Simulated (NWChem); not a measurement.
Species: C₂H₄N₂OSi; SMILES C1=NC=N[SiH2]O1

```xyz
10

C      1.1395     1.0626     0.0000
N      0.0181     1.7123     0.0000
C     -1.1961     1.0104     0.0000
N     -1.4103    -0.2667     0.0000
Si    -0.0396    -1.3357     0.0000
O      1.3459    -0.2604     0.0000
H      2.0924     1.6297     0.0000
H     -2.0728     1.6955     0.0000
H      0.0544    -2.1826     1.2310
H      0.0544    -2.1826    -1.2310
```
Atoms are numbered in this order, from 1.

Computed with NWChem. Coordinates come from a PBE-D3(BJ)/def2-SVP optimisation. Level: PBE/def2-SVP with SMD (1 M gas to 1 M solution), gas-phase geometry. Reactions with the solvent are ignored.

```
solvent      dielectric constant  solvation free energy (kcal/mol)  cavity-dispersion-structure term (kcal/mol)  dipole in solution (D)
-----------  -------------------  --------------------------------  -------------------------------------------  ----------------------
water                       78.4                              -3.5                                          1.9                    1.85
methanol                    32.6                              -3.8                                            ?                    1.84
1,4-dioxane                 2.21                              -3.0                                         -0.4                    1.64
cyclohexane                 2.02                              -3.6                                         -1.3                    1.62
```

Question: Fill in the missing entries.

Answer: 
- methanol, cavity-dispersion-structure term (kcal/mol): 1.4
